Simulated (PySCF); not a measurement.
Bonds (- single, = double, # triple, : aromatic): C1-O2, O2-C3, C3:C4, C4:C5, C5:C6, C6-C7, C7-C8, C8-C9, C6:O10, O10:C3, C9-C7. C1 carries H11, H12, H13; C4 carries H14; C5 carries H15; C7 carries H16; C8 carries H17, H18; C9 carries H19, H20. H18, H19 are cis to C6 on the ring; H17, H20 are trans to C6 on the ring.

PySCF calculation with GIAO PBE0/pcSseg-1 shieldings and geometry from GFN2-xTB; no solvent, relativity neglected, equivalent nuclei averaged, a single conformation.

Referencing at the same level of theory: ¹³C, ¹H against TMS; ¹⁷O against H2O.

```tsv
atoms	nucleus	count	Hirshfeld charge	δ (ppm)
C7	¹³C	1	-0.04	12.5
C4	¹³C	1	-0.13	84.7
H11/H12/H13	¹H	3	0.05	3.89
C8/C9	¹³C	2	-0.09	13.7
H14	¹H	1	0.05	?
C5	¹³C	1	-0.10	?
C3	¹³C	1	0.12	167.8
H16	¹H	1	0.05	1.79
O2	¹⁷O	1	-0.12	101.0
C6	¹³C	1	0.05	155.8
H17/H20	¹H	2	0.05	?
H18/H19	¹H	2	0.05	0.46
H15	¹H	1	0.05	5.70
O10	¹⁷O	1	-0.07	?
C1	¹³C	1	-0.03	?
```

Problem. Fill in the missing shifts.

Solution. 
- C5: 104.8 ppm, aromatic CH
- C1: 57.2 ppm, methyl carbon bonded to O; pulled downfield by the heteroatom
- H14: 5.12 ppm, hydrogen on an aromatic CH; ortho or para to a lone-pair donor, hence upfield of benzene
- H17/H20: 0.97 ppm, hydrogen on a three-membered-ring carbon; cyclopropane-type protons are shielded by the ring
- O10: 291.5 ppm, aromatic ring oxygen

Shifts are as computed. Against solution values, carbons near 30 ppm lie about +3 ppm off and those near 130 ppm about +5 ppm. Of 1211 compounds with measured shifts, 218 miss one by over three times the rms of a fit or turn the order of signals round; such compounds aren't used in these exercises. Unscaled 17O shifts of doubly bonded oxygen tend to come out too high, by tens of ppm or more. Experimental scales use liquid or dissolved standards, which lie at an offset from isolated H2O (liquid H2O: subtract about 36 ppm).
